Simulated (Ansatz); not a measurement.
Mulliken charges of `F[Si](F)(F)[SeH]` from ωB97M-V/def2-TZVPP in Ansatz (PBE0-D4/def2-TZVP geometry).

```
atom   x (Å)   y (Å)   z (Å)  charge (e)
  F1   0.169  -0.365   1.680      -0.271
 Si2   0.204  -0.463   0.109       0.866
  F3  -0.136  -1.943  -0.303      -0.274
  F4   1.688  -0.157  -0.315      -0.271
 Se5  -1.282   0.873  -0.884      -0.140
  H6  -0.643   2.055  -0.287       0.090
```

Q: By hand: the dipole of these point charges (1 e Å = 4.8032 D).

A: Σ q r = (-0.168, 0.336, -0.095) e Å, of length 0.387 e Å = 1.86 D.

Q: How does the dipole of the full density compare? (Best estimate.)

A: Ansatz gave: (-0.131, 0.279, -0.072) e Å, 1.52 D; the point charges give 1.22 times that, at 2° from its direction.

Point charges leave out the atoms' own dipoles, such as those of lone pairs, and Mulliken's split depends on the basis, so the two needn't agree.
